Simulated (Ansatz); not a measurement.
Geometry optimisation, RKS revPBE-D4/def2-SVP in Ansatz 0.2.0.

The input (input.yaml):

```yaml
crystal:
  periodic: [false, false, false]
  atoms:
    - { symbol: C, position_ang: [-1.3667, 0.6427, 1.8681] }
    - { symbol: S, position_ang: [0.3247, 0.537, 1.3904] }
    - { symbol: C, position_ang: [0.1111, 0.1119, -0.4038] }
    - { symbol: C, position_ang: [-0.2885, -1.3125, -0.5526] }
    - { symbol: Si, position_ang: [1.8089, 0.4323, -1.231] }
    - { symbol: H, position_ang: [-1.4785, 1.0782, 2.8803] }
    - { symbol: H, position_ang: [-1.8846, -0.2824, 1.8222] }
    - { symbol: H, position_ang: [-1.8907, 1.4108, 1.1925] }
    - { symbol: H, position_ang: [-0.5773, 0.8188, -0.7906] }
    - { symbol: H, position_ang: [-0.4445, -1.5885, -1.586] }
    - { symbol: H, position_ang: [0.3007, -2.0532, -0.0632] }
    - { symbol: H, position_ang: [-1.3385, -1.4435, -0.0944] }
    - { symbol: H, position_ang: [2.1654, 1.8896, -1.0853] }
    - { symbol: H, position_ang: [2.8457, -0.4342, -0.6521] }
    - { symbol: H, position_ang: [1.6909, 0.1424, -2.6652] }
basis:
  gaussian: { orbitals: def2-SVP }
hamiltonian:
  xc: revpbe
  dispersion: d4
relax:
  f_tol: 0.02
  max_steps: 50
```

Run as:

```bash
$ ansatz run input.yaml --threads 2 --pin off --max-ram 3072MiB --backend cpu --events-out ev --progress --plain --runs-dir out
```

Where does it end, and by what steps?

It converged. After 9 steps the energy has fallen by 0.400 eV; H14 moved furthest, 0.25 Å.

| step | energy less start (eV) | largest force component (eV/Å) | accepted |
| --- | --- | --- | --- |
| 0 | 0.0000 | 3.352 | yes |
| 1 | -0.3445 | 1.054 | yes |
| 2 | -0.3925 | 0.260 | yes |
| 3 | -0.3953 | 0.120 | yes |
| 4 | -0.3982 | 0.046 | yes |
| 5 | -0.3989 | 0.036 | yes |
| 6 | -0.3997 | 0.037 | yes |
| 7 | -0.4001 | 0.027 | yes |
| 8 | -0.4003 | 0.024 | yes |
| 9 | -0.4004 | 0.005 | yes |

```xyz
15
Properties=species:S:1:pos:R:3
C -1.402 0.737 1.896
S 0.339 0.489 1.406
C 0.133 0.068 -0.374
C -0.355 -1.371 -0.605
Si 1.809 0.452 -1.217
H -1.397 0.985 2.975
H -2.004 -0.182 1.748
H -1.860 1.579 1.337
H -0.593 0.797 -0.800
H -0.497 -1.573 -1.688
H 0.375 -2.105 -0.208
H -1.325 -1.557 -0.101
H 2.070 1.932 -1.208
H 2.918 -0.262 -0.491
H 1.769 -0.040 -2.641
```

Whether the end is a true minimum wasn't checked by a vibrational analysis.

Time of the run: 33 s on 2 threads of Arm Neoverse V1, on a shared host, peak memory 0.17 GiB.
